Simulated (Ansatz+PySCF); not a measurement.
A calculation with PySCF 2.14.0.

```python
from pyscf import gto, scf

mol = gto.M(atom="""
Mn 0.000000 0.000000 0.000000
""", basis='def2-svp', charge=0, spin=5)
mf = scf.ROHF(mol)
mf.kernel()
print(mf.converged, mf.e_tot, mf.spin_square()[0])
```

The script is written out from the run's settings.

Output:

```
Converged                       : yes
Total energy                    : -1149.36687 hartree
Spin squared of the determinant : 8.750
Cycles                          : 16
```

This is not the lowest solution: another run reaches a determinant 8.93 eV lower. Caution: an unrestricted determinant lies well below.
